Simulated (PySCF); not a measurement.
EPR parameters of C4H5F4O

Compound: C₄H₅F₄O (doublet state).
Numbering: `[F:1][CH2:2][O:3][CH2:4][CH:5][C:6]([F:7])([F:8])[F:9]` (hydrogens: H10, H11 on C2; H12, H13 on C4; H14 on C5)

Geometry (GFN2-xTB, Å), atoms numbered from 1 in this order:
```
atom  x, y, z in Å
F1    -2.6564   -1.4948    0.1878
C2    -2.4948   -0.1631   -0.1152
O3    -1.3475    0.3331    0.4409
C4    -0.1570   -0.2167   -0.0822
C5     1.0067    0.4232    0.5413
C6     2.3611    0.1270    0.0477
F7     2.6889   -1.1859    0.1386
F8     2.5185    0.4224   -1.2678
F9     3.3061    0.8021    0.7050
H10   -2.5060   -0.1037   -1.2172
H11   -3.3382    0.3764    0.3270
H12   -0.1375   -1.3112    0.0996
H13   -0.1282   -0.0961   -1.1836
H14    0.8836    1.1096    1.3558
```

The hyperfine couplings belong to this conformer and change with its torsions.

Method used: PySCF 2.14.0, UKS B3LYP, pcH-1 on C F H O, non-relativistic, mean-field spin-orbit, GIAO. Isolated species at its GFN2-xTB geometry (one conformer only). The geometry wasn't refined by DFT: couplings that depend on bond lengths, twists or pyramidal angles can differ widely from those at the functional's own minimum. The SCF solution wasn't tested for stability.

```
g1, g2, g3                      : 2.00215, 2.00251, 2.00286
g_iso                           : 2.00251
Form of g                       : rhombic: the two nearest values differ by 49 % of g3 − g1
⟨S²⟩                            : 0.7536 (exact 0.7500)
α and β electrons               : 37, 36
HOMO–LUMO gap, α and β orbitals : 8.11, 5.51 eV
Total energy                    : -629.99868 Eh
```

Isotropic coupling and dipolar principal values T1 to T3, in MHz:

| atom | isotope | a_iso | T1 | T2 | T3 | Mulliken spin population |
| --- | --- | --- | --- | --- | --- | --- |
| F1 | 19F | 2.4 | -3.2 | -2.9 | 6.1 | 0.00 |
| C2 | 13C | -1.2 | -0.4 | -0.2 | 0.6 | 0.00 |
| O3 | 17O | 1.5 | -1.6 | 0.5 | 1.1 | 0.00 |
| C4 | 13C | -37.6 | -2.9 | 1.1 | 1.8 | -0.08 |
| C5 | 13C | 85.6 | -81.6 | -81.3 | 162.9 | 1.00 |
| C6 | 13C | -40.4 | -3.3 | 1.4 | 2.0 | -0.03 |
| F7 | 19F | 96.6 | -63.3 | -60.7 | 124.0 | 0.02 |
| F8 | 19F | 90.2 | -62.8 | -60.4 | 123.2 | 0.02 |
| F9 | 19F | -3.0 | -19.0 | -9.9 | 28.9 | 0.00 |
| H10 | 1H | 0.0 | -1.3 | -1.2 | 2.4 | 0.00 |
| H11 | 1H | 0.7 | -0.8 | -0.8 | 1.6 | 0.00 |
| H12 | 1H | 142.2 | -6.0 | -3.1 | 9.0 | 0.05 |
| H13 | 1H | 112.0 | -5.2 | -3.9 | 9.1 | 0.04 |
| H14 | 1H | -66.9 | -38.7 | -1.1 | 39.8 | -0.04 |

The largest Mulliken spin populations are on C5 (+1.00) and C4 (-0.08). No atom but C5 exceeds +0.15. The angles at C5 add up to 360.0°, so it is planar; its axial dipolar tensor and the negative coupling of its proton fit spin in a p orbital normal to that plane.

Under fast tumbling the dipolar parts average out, and these isotropic splittings remain: 2 × 1H (H12/H13, I = 1/2, 3 lines) with 4.53 mT, 1 × 1H (H14, I = 1/2, 2 lines) with 2.39 mT, 3 × 19F (F7/F8/F9, I = 1/2, 4 lines) with 2.19 mT and 1 × 19F (F1, I = 1/2, 2 lines) with 0.09 mT.

Class means assume fast exchange of nuclei equivalent by connectivity; if that motion is slow, each nucleus keeps its own coupling. The three 19F nuclei of mean +61.3 MHz run from -3.0 to 96.6 MHz in the frozen geometry. The 1H value of +127.1 MHz is a mean of couplings from 112.0 to 142.2 MHz in this one geometry, not an average over conformers.

The 13C coupling of C5 (85.6 MHz) shows only in satellite lines or after enrichment, since that isotope makes up about 1.07 % of natural carbon.
